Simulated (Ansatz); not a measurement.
Ansatz (a program for electronic structure) input:

Ansatz 0.2 input:
```yaml
crystal:
  periodic: [false, false, false]
  atoms:
    - {symbol: C, position_ang: [-3.03452604, 0.33928111, -0.42949940]}
    - {symbol: O, position_ang: [-1.86366197, -0.44008556, 0.10764421]}
    - {symbol: B, position_ang: [-0.43868265, -0.13488482, 0.04326278]}
    - {symbol: I, position_ang: [0.75598847, -1.58208946, 0.96477536]}
    - {symbol: I, position_ang: [0.13504441, 1.61901639, -0.91687415]}
    - {symbol: H, position_ang: [-2.89577838, 0.41008247, -1.50174863]}
    - {symbol: H, position_ang: [-3.91012472, -0.24295628, -0.16386176]}
    - {symbol: H, position_ang: [-3.01688996, 1.30521930, 0.06104575]}
    - {symbol: H, position_ang: [-2.09208462, -1.27005092, 0.56532946]}
basis:
  gaussian:
    orbitals: def2-TZVPD
hamiltonian:
  xc: {name: r2SCANh}
total_charge: 1
output: {forces: true}
```

Problem. What final total energy does it print?

Solution. -735.97093 Eh (r2SCANh/def2-TZVPD). The basis has 268 functions.

It need not be the lowest isomer of its formula.
